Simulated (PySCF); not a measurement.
**Structure from NMR data**

The spectra below were simulated for a compound C7H7F3.

$^{1}$H NMR (300 MHz, computed): δ 6.92 (m, 1H), 6.74 (m, 1H), 6.73 (m, 1H), 6.45 (m, 1H), 1.65 (m, 3H).

$^{13}$C{$^{1}$H} NMR (computed): δ 154.6, 153.2, 139.1, 137.6, 117.4, 105.3, 23.4.

All values are calculated (PySCF): coordinates at the GFN2-xTB level, σ from GIAO-PBE0/pcSseg-1. Equivalent nuclei averaged, no solvent, one computed conformer, non-relativistic.

References, each an isolated molecule treated in the same way: $^{1}$H, $^{13}$C against TMS.

Question: Which of these isomers gave the spectra?
A. C=C[C@@](F)(C#CC)C(F)F
B. C=C1CC[C@H]1C(F)=C(F)F
C. C[C@@]1(F)C=CC=C1C(F)F
D. CC1=CC/1=C(/C)C(F)(F)F

Answer: C. 

1. Rings plus π bonds: 3 (1 ring in the answer).
2. 7 carbon signals for 7 carbons: no two carbons are equivalent.
3. Carbon types of the structure: 2 × C, 4 × CH, 1 × CH3, which accounts for all hydrogens.
4. δC 154.6: fully substituted alkene carbon; the olefinic region.
5. δC 153.2, 139.1, 137.6: alkene CH; an sp2 carbon of a C=C bond.
6. δC 117.4: allylic sp3 CH bonded to 2 F; 2 electronegative neighbours deshield it.
7. δC 105.3: allylic fully substituted sp3 carbon bonded to F; the inductive effect lowers its shielding.
8. δH 6.92: hydrogen on an allylic sp3 CH bonded to 2 F; its carbon carries F, hence the downfield position.

The others: C=C[C@@](F)(C#CC)C(F)F has carbons computed at 139.2, 124.5, 121.4, 97.3, 93.0, 79.5, 4.6, with a different DEPT pattern; CC1=CC/1=C(/C)C(F)(F)F would give 3 signals for carbon-bound and other non-exchanging H, not 5; C=C1CC[C@H]1C(F)=C(F)F would give 7 signals for carbon-bound and other non-exchanging H, not 5.

Splittings by $^{19}$F in the carbon and heteronuclear signals aren't shown, as no couplings were computed. Shifts are as computed. Against solution values, carbons near 30 ppm lie about +3 ppm off and those near 130 ppm about +5 ppm. Of 1309 compounds with measured shifts, 239 miss one by over three times the rms of a fit or turn the order of signals round; such compounds aren't used in these exercises. No couplings were computed; multiplicities are counted from neighbouring protons, with m where these are inequivalent, close in shift, in a saturated or five-membered ring or joined by F or P, and br s for small geminal =CH2 splittings.
